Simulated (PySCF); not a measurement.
B(H)(NCO)2 (C2HBN2O2), SMILES C(=O)=NBN=C=O. Atoms are numbered in the order given.

```xyz
8

B      0.0000     0.0000    -0.8089
H      0.0000     0.0000    -2.0125
N      0.0000     1.2243    -0.0873
C      0.0000     2.4132     0.1110
O      0.0000     3.5551     0.3717
N      0.0000    -1.2243    -0.0873
C      0.0000    -2.4132     0.1110
O      0.0000    -3.5551     0.3717
```

The structure is a stationary point at TPSSh-D3(BJ)/def2-SVP. The structure was generated by enumeration, and PubChem lists no compound with its InChIKey, so it may never have been made. The values are those of a single conformer.

Level of theory: PBE/def2-TZVP run with PySCF.

Symmetry labels are those of the subgroup C2v that the program uses (full group C2v).

Question: List the valence orbital energies around the gap with their symmetry. (An estimate is asked for; the answer gives what the named calculation found.)

Answer: 
| orbital | symmetry | energy (eV) |
|---|---|---|
| HOMO−7 | B1 | -11.99 |
| HOMO−6 | A2 | -11.80 |
| HOMO−5 | B2 | -11.63 |
| HOMO−4 | A1 | -10.50 |
| HOMO−3 | B1 | -8.90 |
| HOMO−2 | A2 | -7.84 |
| HOMO−1 | B2 | -7.80 |
| HOMO | A1 | -7.44 |
| LUMO | B1 | -2.95 |
| LUMO+1 | A1 | -0.68 |
| LUMO+2 | B2 | -0.20 |
| LUMO+3 | A2 | 0.20 |
